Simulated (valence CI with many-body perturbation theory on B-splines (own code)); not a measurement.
**Level structure of Gd XXVI**

Calculated by valence CI with perturbative core correlation (CI+MBPT): three valence electrons over a frozen Dirac-Fock core [Kr], a basis of 9 s, 9 p, 10 d, 8 f, 5 g, 3 h, 1 i functions for each j, with the one-electron correlation potential Σ1, the two-electron term Σ2, the three-electron term Σ3, Breit, model QED; selected CI, second order for the rest (own B-spline code, finite nucleus).

No measured spectrum was set against this ion. As an estimate, terms of the open shell hold to 2 to 4 % of their energy, and close levels can change places. Only levels of the ground parity were solved; by the run's estimate the other parity begins above the list, which can be wrong where configurations are misplaced.

Levels 1 to 19 of 19, with energies above the lowest level, (4d3/2^3) J=3/2. "Leading %" is the weight of the configuration and term that name the level; weights of strongly mixed levels are sums over their largest components and can fall short. In the jj column 3d3/2^4 stands for four electrons in 3d with j = 3/2.

```tsv
No.	Configuration	Term	J	E (cm⁻¹)	Leading %	Second component	g	Leading jj
1	4d3	4F	3/2	0.0	63	28 % 4d3 2D	0.602	4d3/2^3 (90 %)
2	4d3	4F	5/2	45133	89	10 % 4d3 2D	1.045	4d3/2^2 4d5/2 (96 %)
3	4d3	4P	3/2	63373	43	31 % 4d3 2P	1.279	4d3/2^2 4d5/2 (93 %)
4	4d3	4F	7/2	65753	57	35 % 4d3 2G	1.106	4d3/2^2 4d5/2 (83 %)
5	4d3	2G	9/2	71291	43	34 % 4d3 2H	1.093	4d3/2^2 4d5/2 (94 %)
6	4d3	4P	1/2	73741	65	35 % 4d3 2P	1.962	4d3/2^2 4d5/2 (98 %)
7	4d3	4P	5/2	112130	72	18 % 4d3 2D	1.455	4d3/2^2 4d5/2 (64 %)
8	4d3	2G	7/2	115370	54	42 % 4d3 4F	1.043	4d3/2 4d5/2^2 (89 %)
9	4d3	4F	9/2	122440	53	47 % 4d3 2H	1.132	4d3/2 4d5/2^2 (87 %)
10	4d3	2D	3/2	134580	42	41 % 4d3 4P	1.155	4d3/2 4d5/2^2 (98 %)
11	4d3	2P	1/2	140790	65	35 % 4d3 4P	1.370	4d3/2 4d5/2^2 (98 %)
12	4d3	2H	11/2	146530	100		1.089	4d3/2 4d5/2^2 (100 %)
13	4d3	2D	5/2	153340	74	14 % 4d3 2F	1.150	4d3/2 4d5/2^2 (65 %)
14	4d3	2F	5/2	161420	56	27 % 4d3 2D	1.069	4d3/2 4d5/2^2 (91 %)
15	4d3	2F	7/2	168660	88	11 % 4d3 2G	1.114	4d3/2 4d5/2^2 (94 %)
16	4d3	2G	9/2	189200	57	24 % 4d3 4F	1.121	4d5/2^3 (93 %)
17	4d3	2P	3/2	195860	50	38 % 4d3 2D	1.136	4d5/2^3 (54 %)
18	4d3	2D	3/2	234510	87	9 % 4d3 2P	0.881	4d3/2 4d5/2^2 (54 %)
19	4d3	2D	5/2	251160	70	20 % 4d3 2F	1.156	4d5/2^3 (85 %)
```

The ionisation energy to 4d2 3F_2 of the next ion comes out as 852.59 eV (NIST: 851 ± 4 eV (theoretical)). All 19 levels together are meant to be complete up to 261200 cm⁻¹.
